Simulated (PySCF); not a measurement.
Species: [S4]2+ (charge +2).
Bonds: S1–S2, S1–S4, S2–S3, S3–S4.

Computed, not measured: PySCF 2.14.0, PBE0-D3(BJ)/def2-SVP geometry optimisation, gas phase.

(1) Give the optimised bond lengths and angles.

Results:

(1) 
| bond | length (Å) |
| --- | --- |
| S1–S2 and 3 like bonds | 2.047 |

Bonds in one row agree within 0.01 Å and their mean is given. A selection of angles:
| angle | degrees |
| --- | --- |
| S2–S1–S4 | 90.0 |

Torsions: S4–S1–S2–S3 0° (synperiplanar); S2–S1–S4–S3 0° (synperiplanar); S1–S2–S3–S4 0° (synperiplanar); S2–S3–S4–S1 0° (synperiplanar).

All 4 S–S bonds measure 2.047 Å. The 4 heavy atoms lie in one plane (0.001 Å rms).

Point group: D4h (tolerance 0.08 Å). Not checked by PBE0-D3(BJ)/def2-SVP frequencies. The ion is multiply charged and computed without counter-ions or solvent.

---

Species: VI2Cl2 (doublet state).
Bonds: V1–I2, V1–I3, V1–Cl4, V1–Cl5.

Computed with PBE0-D3(BJ)/def2-SVP geometry optimisation, gas phase, def2 core potentials past Kr (PySCF).

Q: What internal coordinates does the optimisation give?

A: 
| bond | length (bohr) |
| --- | --- |
| V1–I2, V1–I3 | 4.705 |
| V1–Cl4, V1–Cl5 | 4.003 |

Bonds in one row agree within 0.02 bohr and their mean is given. A selection of angles:
| angle | degrees |
| --- | --- |
| I2–V1–I3 | 107.6 |
| I2–V1–Cl4 | 107.6 |
| I2–V1–Cl5 | 109.7 |
| Cl4–V1–Cl5 | 115.7 |

V1 (vanadium bonded to 2 Cl and 2 I) is distorted tetrahedral (angles from 107.5° to 115.7°).

PBE0-D3(BJ)/def2-SVP frequencies: not computed here. ⟨S²⟩ = 0.784 (exact for a doublet: 0.75).

---

Species: TeF4.
Bonds: Te1–F2, Te1–F3, Te1–F4, Te1–F5.

Computed with PBE0-D3(BJ)/def2-SVP geometry optimisation, gas phase, def2 core potentials past Kr in PySCF 2.14.0.

Give the optimised bond lengths and angles.

```csv
bond,length (Å)
"Te1–F2, Te1–F3",1.941
"Te1–F4, Te1–F5",1.890
```

Bonds in one row agree within 0.01 Å and their mean is given. A selection of angles:
```csv
angle,degrees
F2–Te1–F3,164.6
F2–Te1–F4,85.1
F4–Te1–F5,100.3
```

The F–Te distances run from 1.890 Å (Te1–F4) to 1.941 Å (Te1–F2), a spread of 0.051 Å. Te1 (tellurium bonded to 4 F) has angles from 85.0° to 164.6°.

Point group: C2v (tolerance 0.08 Å). Stationary, but not proved a minimum.
